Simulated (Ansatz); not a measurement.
Molecule: ScF, charge 0, multiplicity 1. SMILES: [F][Sc]
Geometry: optimised at B3LYP-D3(BJ)/def2-TZVP (Ansatz, a quantum-chemistry and plane-wave program).

Property: atomisation energy (electronic, to ground-state atoms), in eV. Cores are frozen in the correlated levels unless marked. Open shells are spin-unrestricted. Spin-orbit coupling is left out. Frozen are the shells of the preceding noble gas and the d and f shells that filled before the atom's block. Non-relativistic. 

| level | program | atomisation energy (eV) |
|---|---|---|
| BLYP-D3(BJ)/def2-TZVPD | Ansatz + dftd3 | 6.39 |
| PBE0/def2-TZVP | Ansatz | 5.92 |
| BHLYP-D4/def2-TZVPD | Ansatz + dftd4 | 5.44 |
| r2SCANh-D4/def2-TZVPD | Ansatz + dftd4 | 5.92 |
| r2SCAN0/def2-TZVPD | Ansatz | 5.67 |
| CAM-B3LYP/def2-TZVPD | Ansatz | 6.07 |
| wB97X/def2-TZVPD | Ansatz | 6.11 |
| MP2/def2-SVP | Ansatz | 5.90 |
| SCS-MP2/def2-SVP | Ansatz | 5.71 |

The Hartree-Fock reference is unstable (checked in the largest basis), which strains HF and MP2.
